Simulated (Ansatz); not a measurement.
The lowest singlet and triplet of CH4Si (SMILES C=[SiH2]); geometries from B3LYP-D3(BJ)/def2-TZVP, each state relaxed from the structure named, with no frequency check.
Singlet (charge 0, multiplicity 1):
```csv
atom,x (Å),y (Å),z (Å)
C,-1.1507,-0.0547,-0.0063
Si,0.5483,0.0261,0.0030
H,-1.7706,0.8303,-0.0678
H,-1.6844,-0.9947,0.0488
H,1.4000,-1.1728,0.0864
H,1.2833,1.3004,-0.0716
```

```json
[
 {"level": "R-HF/cc-pV(D+d)Z", "gap E(singlet) − E(triplet), vertical, at the singlet's geometry (kcal/mol)": "-41.31", "cost": "-"},
 {"level": "U-HF/cc-pV(D+d)Z (spin-contaminated)", "gap E(singlet) − E(triplet), vertical, at the singlet's geometry (kcal/mol)": "-42.50", "cost": "-"},
 {"level": "R-HF/cc-pV(T+d)Z", "gap E(singlet) − E(triplet), vertical, at the singlet's geometry (kcal/mol)": "-40.47", "cost": "-"},
 {"level": "U-SVWN5/def2-TZVPP", "gap E(singlet) − E(triplet), vertical, at the singlet's geometry (kcal/mol)": "-69.57", "cost": "×0.8"},
 {"level": "R-PBE/def2-TZVPP", "gap E(singlet) − E(triplet), vertical, at the singlet's geometry (kcal/mol)": "-62.93", "cost": "×1"},
 {"level": "U-PBE/def2-TZVPP", "gap E(singlet) − E(triplet), vertical, at the singlet's geometry (kcal/mol)": "-62.93", "cost": "×1"},
 {"level": "R-r2SCAN/def2-TZVPP", "gap E(singlet) − E(triplet), vertical, at the singlet's geometry (kcal/mol)": "-56.44", "cost": "×2"},
 {"level": "R-B3LYP/def2-TZVPP", "gap E(singlet) − E(triplet), vertical, at the singlet's geometry (kcal/mol)": "-62.88", "cost": "×0.9"},
 {"level": "U-B3LYP/def2-TZVPP", "gap E(singlet) − E(triplet), vertical, at the singlet's geometry (kcal/mol)": "-62.88", "cost": "×1"},
 {"level": "R-PBE0/def2-TZVPP", "gap E(singlet) − E(triplet), vertical, at the singlet's geometry (kcal/mol)": "-58.64", "cost": "×1"},
 {"level": "U-PBE0/def2-TZVPP", "gap E(singlet) − E(triplet), vertical, at the singlet's geometry (kcal/mol)": "-58.64", "cost": "×1"},
 {"level": "R-BHLYP/def2-TZVPP", "gap E(singlet) − E(triplet), vertical, at the singlet's geometry (kcal/mol)": "-58.16", "cost": "×1"},
 {"level": "U-BHLYP/def2-TZVPP", "gap E(singlet) − E(triplet), vertical, at the singlet's geometry (kcal/mol)": "-58.16", "cost": "×2"},
 {"level": "R-wB97X-V/def2-TZVPP", "gap E(singlet) − E(triplet), vertical, at the singlet's geometry (kcal/mol)": "-63.98", "cost": "×4"},
 {"level": "U-wB97X-V/def2-TZVPP", "gap E(singlet) − E(triplet), vertical, at the singlet's geometry (kcal/mol)": "-63.98", "cost": "×4"},
 {"level": "R-wB97M-V/def2-TZVPP", "gap E(singlet) − E(triplet), vertical, at the singlet's geometry (kcal/mol)": "-65.37", "cost": "×3"},
 {"level": "U-wB97M-V/def2-TZVPP", "gap E(singlet) − E(triplet), vertical, at the singlet's geometry (kcal/mol)": "-65.37", "cost": "×3"},
 {"level": "R-B2PLYP/def2-TZVPP", "gap E(singlet) − E(triplet), vertical, at the singlet's geometry (kcal/mol)": "-64.51", "cost": "×2"},
 {"level": "U-B2PLYP/def2-TZVPP", "gap E(singlet) − E(triplet), vertical, at the singlet's geometry (kcal/mol)": "-64.51", "cost": "×4"},
 {"level": "R-MP2/cc-pV(D+d)Z", "gap E(singlet) − E(triplet), vertical, at the singlet's geometry (kcal/mol)": "-66.53", "cost": "-"},
 {"level": "U-MP2/cc-pV(D+d)Z (spin-contaminated)", "gap E(singlet) − E(triplet), vertical, at the singlet's geometry (kcal/mol)": "-59.53", "cost": "-"},
 {"level": "R-MP2/cc-pV(T+d)Z", "gap E(singlet) − E(triplet), vertical, at the singlet's geometry (kcal/mol)": "-66.95", "cost": "-"},
 {"level": "U-MP2/cc-pV(T+d)Z (spin-contaminated)", "gap E(singlet) − E(triplet), vertical, at the singlet's geometry (kcal/mol)": "-60.08", "cost": "-"},
 {"level": "R-SCS-MP2/cc-pV(D+d)Z", "gap E(singlet) − E(triplet), vertical, at the singlet's geometry (kcal/mol)": "-67.29", "cost": "-"},
 {"level": "U-SCS-MP2/cc-pV(D+d)Z (spin-contaminated)", "gap E(singlet) − E(triplet), vertical, at the singlet's geometry (kcal/mol)": "-59.71", "cost": "-"},
 {"level": "R-SCS-MP2/cc-pV(T+d)Z", "gap E(singlet) − E(triplet), vertical, at the singlet's geometry (kcal/mol)": "-68.36", "cost": "-"},
 {"level": "U-SCS-MP2/cc-pV(T+d)Z (spin-contaminated)", "gap E(singlet) − E(triplet), vertical, at the singlet's geometry (kcal/mol)": "-60.85", "cost": "-"},
 {"level": "R-CCSD/cc-pV(D+d)Z", "gap E(singlet) − E(triplet), vertical, at the singlet's geometry (kcal/mol)": "-63.15", "cost": "-"},
 {"level": "U-CCSD/cc-pV(D+d)Z (spin-contaminated)", "gap E(singlet) − E(triplet), vertical, at the singlet's geometry (kcal/mol)": "-62.79", "cost": "-"},
 {"level": "R-CCSD/cc-pV(T+d)Z", "gap E(singlet) − E(triplet), vertical, at the singlet's geometry (kcal/mol)": "-62.32", "cost": "-"},
 {"level": "U-CCSD/cc-pV(T+d)Z (spin-contaminated)", "gap E(singlet) − E(triplet), vertical, at the singlet's geometry (kcal/mol)": "-61.93", "cost": "-"},
 {"level": "U-CCSD(T)/cc-pV(D+d)Z (spin-contaminated)", "gap E(singlet) − E(triplet), vertical, at the singlet's geometry (kcal/mol)": "-65.39", "cost": "×2"},
 {"level": "U-CCSD(T)/cc-pV(T+d)Z (spin-contaminated)", "gap E(singlet) − E(triplet), vertical, at the singlet's geometry (kcal/mol)": "-64.99", "cost": "×9"},
 {"level": "SA-CASSCF(2,2)/cc-pV(D+d)Z", "gap E(singlet) − E(triplet), vertical, at the singlet's geometry (kcal/mol)": "-60.48", "cost": "-"},
 {"level": "SC-NEVPT2 on SA-CASSCF(2,2)/cc-pV(D+d)Z", "gap E(singlet) − E(triplet), vertical, at the singlet's geometry (kcal/mol)": "-67.96", "cost": "-"},
 {"level": "SC-NEVPT2 on SA-CASSCF(2,2)/cc-pV(T+d)Z", "gap E(singlet) − E(triplet), vertical, at the singlet's geometry (kcal/mol)": "-67.29", "cost": "-"},
 {"level": "FIC-NEVPT4(SD) on SA-CASSCF(2,2)/cc-pV(D+d)Z", "gap E(singlet) − E(triplet), vertical, at the singlet's geometry (kcal/mol)": "-64.84", "cost": "-"},
 {"level": "FIC-NEVPT4(SD) on SA-CASSCF(2,2)/cc-pV(T+d)Z", "gap E(singlet) − E(triplet), vertical, at the singlet's geometry (kcal/mol)": "-64.21", "cost": "-"},
 {"level": "FIC-MRCISD+Q on SA-CASSCF(2,2)/cc-pV(D+d)Z", "gap E(singlet) − E(triplet), vertical, at the singlet's geometry (kcal/mol)": "-64.67", "cost": "-"},
 {"level": "FIC-MRCISD+Q on SA-CASSCF(2,2)/cc-pV(T+d)Z", "gap E(singlet) − E(triplet), vertical, at the singlet's geometry (kcal/mol)": "-63.95", "cost": "-"}
]
```

The rows run from -69.57 (U-SVWN5/def2-TZVPP) to -40.47 kcal/mol (R-HF/cc-pV(T+d)Z). In cc-pV(T+d)Z (spin-contaminated) the value moves U-MP2 -60.08, U-CCSD -61.93, U-CCSD(T) -64.99, a shift of -4.91 from U-MP2 to U-CCSD(T). From cc-pV(D+d)Z (spin-contaminated) to cc-pV(T+d)Z (spin-contaminated) U-CCSD(T) changes by 0.40. The 8 U-functionals in def2-TZVPP without D3 or D4 span 11.41, from U-SVWN5 to U-BHLYP.

A positive gap puts the triplet lower; no zero-point energy. R- takes a restricted singlet. U- takes an unrestricted singlet (broken symmetry where lower, unprojected). The triplet is unrestricted in single-reference levels. Active spaces average the two states.

Frozen-core correlation.

Doubts at one or more of the structures used: a restricted determinant that unrestricted orbitals would lower (R-HF/cc-pV(D+d)Z, R-HF/cc-pV(T+d)Z, R-MP2/cc-pV(D+d)Z, R-MP2/cc-pV(T+d)Z, R-SCS-MP2/cc-pV(D+d)Z, R-SCS-MP2/cc-pV(T+d)Z, R-CCSD/cc-pV(D+d)Z, R-CCSD/cc-pV(T+d)Z); T1 above 0.05 (U-CCSD/cc-pV(D+d)Z (spin-contaminated), U-CCSD/cc-pV(T+d)Z (spin-contaminated), U-CCSD(T)/cc-pV(D+d)Z (spin-contaminated), U-CCSD(T)/cc-pV(T+d)Z (spin-contaminated)).

Codes used: Ansatz (Gaussian orbitals). 

Costs are rough ratios of core time to R-PBE/def2-TZVPP (about 4 s over the structures, on one shared machine); a dash marks a level with no comparable run of its own.

Ansatz is a first-principles code.
